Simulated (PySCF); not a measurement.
PtF₄: one-bond stretch

Computed with UPBE0 in PySCF with Pt def2-SVP with ECP60, F def2-SVP; scalar-relativistic core potentials, no spin–orbit coupling; density-fitted integrals.

Rigid scan from the triplet minimum (Pt–F 1.847 Å (×4); F–Pt–F 87.7° (×2), F–Pt–F 92.3° (×2), F–Pt–F 180.0° (×2)). Coordinate: the bond from Pt to the last atom (F) scaled, the rest fixed. Energies in kJ/mol from the minimum.

Task: Predict the curve at 0.92, 0.96, 1.00, 1.05, 1.12, 1.20, 1.35, 1.55, 1.80, 2.20.

Result: 
```
scale of one bond  E (kJ/mol)  dipole size (D)  ⟨S²⟩
             0.92        36.8             0.74  2.01
             0.96         7.8             0.35  2.00
             1.00         0.0             0.00  2.00
             1.05         9.1             0.40  2.01
             1.12        44.2             0.83  2.01
             1.20       100.3             1.05  2.01
             1.35       193.2             0.33  2.01
             1.55       246.5                –  2.01
             1.80       265.0                –  2.01
             2.20       275.7                –  2.01
```

Open d and f shells are described by one determinant, and the ground state may have another occupation or spin. Spin–orbit coupling, left out here, can matter for elements this heavy.

Other isomers or separated fragments may lie lower.

The scan took 93 s on 2 threads of a shared Arm Neoverse V1 host; the process peaked at 1.2 GiB.
